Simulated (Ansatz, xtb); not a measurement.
C5H7BO2: which of two isomers lies lower

Structure a is `COC1=CB(O)C=C1`, a singlet and structure b is `COB1C=CC=C1O`, a singlet. Both are isolated molecules in the gas phase, relaxed with B3LYP-D3(BJ)/def2-SVP; each stands in its lowest conformer found.

Energies in hartree; the thermal terms are from GFN2-xTB frequencies at re-optimised GFN2-xTB minima (ideal gas, soft modes damped towards free rotors, one conformer each, 298.15 K, 1 atm) and include the zero-point energy:

|  | a | b |
| --- | --- | --- |
| E, CCSD(T)/def2-SVP | −368.758738 | −368.743640 |
| E, MP2/def2-SVP | −368.661294 | −368.644563 |
| E, MP2/def2-TZVPP | −369.343478 | −369.326151 |
| zero-point energy | 0.113097 | 0.112721 |
| H(298 K) − E | 0.122024 | 0.122003 |
| G(298 K) − E | 0.080799 | 0.079792 |

Problem. Correct the CCSD(T) difference for the basis set by the MP2 change, then work out ΔE, ΔE₀, ΔH and ΔG for a → b in kJ/mol (1 Eh = 2625.50 kJ/mol) and the equilibrium ratio [b]/[a].

Solution. 1. Differences b − a: CCSD(T) +0.015098, MP2 in the small set +0.016731, MP2 in the large set +0.017327 Eh.
2. ΔE = +0.015098 + (+0.017327 − (+0.016731)) = +0.015694 Eh = +41.20 kJ/mol.
3. ΔE₀ = ΔE + ΔZPE = +0.015694 + (−0.000376) Eh = +40.22 kJ/mol.
4. ΔH = ΔE + (−0.000021) Eh = +41.15 kJ/mol.
5. ΔG = ΔE + (−0.001007) Eh = +38.56 kJ/mol, so ΔS = (ΔH − ΔG)/T = +8.7 J/(mol K).
6. kT = 0.9442 mEh, so K = [b]/[a] = exp(−ΔG/kT) = exp(−15.56) ≈ 1.8 × 10^−7.

Structure a is favoured at this temperature. An error of 4 kJ/mol in ΔG would change K by a factor of 5. Mirror images and further conformers aren't counted.

As drawn, both hold the same kinds of bond in the same numbers.

Other levels gave ΔE = +21.4 (GFN2-xTB); +23.7 (HF/STO-3G, GFN2-xTB geometries); +38.9 (r2SCAN-D4/def2-SVP, GFN2-xTB geometries); +35.5 (B3LYP-D3(BJ)/def2-SVP); +39.7 (HF/def2-SVP); +43.9 (MP2/def2-SVP); +39.6 (CCSD(T)/def2-SVP) kJ/mol. The correlated steps freeze 8 core orbitals. Programs: Ansatz 0.2.0, xtb 6.7.1.
